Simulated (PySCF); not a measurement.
Method: UB3LYP in PySCF with Au def2-SVP with ECP60, S def2-SVP, Br def2-SVP; scalar-relativistic core potentials, no spin–orbit coupling; density-fitted integrals.

```xyz
3
charge 0 multiplicity 3, angstrom
Au    0.0000    0.0000   -0.3850
S     0.0000    0.0000   -2.5995
Br    0.0000    0.0000    2.0123
```

AuSBr (triplet), along the line from Au1 (at 0) through S2 (at 2.214 Å). Core electrons replaced by a potential are absent, the electrostatic potential uses the reduced nuclear charge, and values within about 0.7 Å of such atoms have no physical meaning.

Problem. Tabulate the fields along this line at 0.78, 1.00, 1.22, 1.44, 1.66, 1.88, 2.10, 2.44, 2.66, 2.88, 3.10, 3.32, 3.54 Å.

Solution. 
| distance (Å) | electron density (e/Å³) | spin density (e/Å³) | electron localisation function | electrostatic potential (V) |
| --- | --- | --- | --- | --- |
| 0.78 | 2.37 | -0.00151 | 0.441 | 40.6 |
| 1.00 | 0.965 | -0.0101 | 0.258 | 19.3 |
| 1.22 | 0.884 | -0.00974 | 0.605 | 15.6 |
| 1.44 | 1.21 | -0.00246 | 0.82 | 26.1 |
| 1.66 | 1.6 | 0.0066 | 0.169 | 61.8 |
| 1.88 | 10.8 | -0.000864 | 0.616 | 173 |
| 2.10 | 162 | 0.188 | 0.352 | 1140 |
| 2.44 | 50.1 | 0.0217 | 0.865 | 358 |
| 2.66 | 2.77 | -0.0124 | 0.103 | 98.9 |
| 2.88 | 1.24 | -0.0234 | 0.633 | 37.6 |
| 3.10 | 0.721 | -0.0193 | 0.924 | 14.8 |
| 3.32 | 0.335 | -0.0098 | 0.907 | 5.99 |
| 3.54 | 0.148 | -0.00365 | 0.823 | 2.5 |

On a grid of 0.11 Å the density has a local minimum along the bond near 1.11 Å from Au, at 0.84 e/Å³, where the ELF is 0.37.

Open d and f shells are described by one determinant, and the ground state may have another occupation or spin. With an element this heavy the missing spin–orbit coupling can shift these numbers.
